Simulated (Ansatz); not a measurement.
Process, species as SMILES: [SeH] (SeH) → [SeH-] (an electron is taken up)
B3LYP-D3(BJ)/def2-TZVP geometries, fixed; electronic energies without zero-point terms; positive where energy is released.
Largest species:
```
Se
H 1 1.4749
```
Charge 0, spin multiplicity 2.

Basis-set convergence of the adiabatic electron affinity at wB97M-V with Ansatz (a quantum-chemistry and plane-wave program). All functions are spherical. The program fits the integrals of some runs and decomposes those of others, by size. Open shells are unrestricted. The functional holds VV10 correlation; no added dispersion term, no relativity. Functions are those of the species that has most. Reference: the value in aug-cc-pV5Z, 2.225 eV, itself unsure by roughly 0.002 eV (its mean distance from aug-pcseg-3, aug-cc-pVQZ, def2-QZVPPD). Deviations are taken from unrounded values.

```json
[
 {"basis": "cc-pVDZ", "functions": "32", "adiabatic electron affinity (eV)": "1.585"},
 {"basis": "aug-cc-pVDZ", "functions": "45", "adiabatic electron affinity (eV)": "2.269"},
 {"basis": "pcseg-1", "functions": "32", "adiabatic electron affinity (eV)": "1.674"},
 {"basis": "aug-pcseg-1", "functions": "45", "adiabatic electron affinity (eV)": "2.311"},
 {"basis": "def2-SVP", "functions": "37", "adiabatic electron affinity (eV)": "1.524"},
 {"basis": "def2-SVPD", "functions": "49", "adiabatic electron affinity (eV)": "2.282"},
 {"basis": "def2-TZVP", "functions": "54", "adiabatic electron affinity (eV)": "2.012"},
 {"basis": "def2-TZVPD", "functions": "66", "adiabatic electron affinity (eV)": "2.238"},
 {"basis": "cc-pVTZ", "functions": "57", "adiabatic electron affinity (eV)": "2.020"},
 {"basis": "aug-cc-pVTZ", "functions": "82", "adiabatic electron affinity (eV)": "2.224"},
 {"basis": "pcseg-2", "functions": "57", "adiabatic electron affinity (eV)": "2.059"},
 {"basis": "aug-pcseg-2", "functions": "82", "adiabatic electron affinity (eV)": "2.222"},
 {"basis": "def2-TZVPP", "functions": "62", "adiabatic electron affinity (eV)": "2.016"},
 {"basis": "def2-TZVPPD", "functions": "74", "adiabatic electron affinity (eV)": "2.238"},
 {"basis": "cc-pVQZ", "functions": "98", "adiabatic electron affinity (eV)": "2.144"},
 {"basis": "aug-cc-pVQZ", "functions": "139", "adiabatic electron affinity (eV)": "2.226"},
 {"basis": "pcseg-3", "functions": "101", "adiabatic electron affinity (eV)": "2.178"},
 {"basis": "aug-pcseg-3", "functions": "142", "adiabatic electron affinity (eV)": "2.226"},
 {"basis": "def2-QZVPP", "functions": "119", "adiabatic electron affinity (eV)": "2.118"},
 {"basis": "def2-QZVPPD", "functions": "131", "adiabatic electron affinity (eV)": "2.228"},
 {"basis": "cc-pV5Z", "functions": "159", "adiabatic electron affinity (eV)": "2.174"},
 {"basis": "aug-cc-pV5Z", "functions": "220", "adiabatic electron affinity (eV)": "2.225"}
]
```

What the diffuse functions change, pair by pair:
- cc-pVDZ to aug-cc-pVDZ: 13 more functions, deviation -0.641 to 0.043 eV
- pcseg-1 to aug-pcseg-1: 13 more functions, deviation -0.551 to 0.086 eV
- def2-SVP to def2-SVPD: 12 more functions, deviation -0.701 to 0.057 eV
- def2-TZVP to def2-TZVPD: 12 more functions, deviation -0.213 to 0.013 eV
- cc-pVTZ to aug-cc-pVTZ: 25 more functions, deviation -0.205 to -0.001 eV
- pcseg-2 to aug-pcseg-2: 25 more functions, deviation -0.167 to -0.003 eV
- def2-TZVPP to def2-TZVPPD: 12 more functions, deviation -0.209 to 0.013 eV
- cc-pVQZ to aug-cc-pVQZ: 41 more functions, deviation -0.082 to 0.001 eV
- pcseg-3 to aug-pcseg-3: 41 more functions, deviation -0.047 to 0.001 eV
- def2-QZVPP to def2-QZVPPD: 12 more functions, deviation -0.107 to 0.003 eV
- cc-pV5Z to aug-cc-pV5Z: 61 more functions, deviation -0.051 to 0.000 eV

Leaving out the reference's own pair, they bring the value nearer the reference by more than 0.002 eV in 10 of 10 pairs.
